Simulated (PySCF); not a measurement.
## Electron correlation in C⁺ (carbon, charge +1)

[He] 2s2 2p1, 2P determinant. All numbers are calculated (PySCF 2.14, the spin-free X2C one-electron Hamiltonian (Gaussian nucleus), in x2c-QZVPPall (7s4p3d2f1g, 57 functions)). Frozen: nothing; 5 electrons correlated.

MP2 pair energies summed by pair of shells (mhartree):

```tsv
pair	energy	share (%)
2s-2s	-30.50	41.2
2s-2p	-23.58	31.9
1s-1s	-14.23	19.2
1s-2s	-3.82	5.2
1s-2p	-1.87	2.5
```

Total MP2 correlation energy: -74.01 mhartree.

Same-spin part -5.12 and opposite-spin part -68.89 mhartree; SCS-MP2 scales them by 1/3 and 6/5 to -84.37 mhartree.

This basis was not built for core-valence correlation, so the inner-shell part is incomplete.
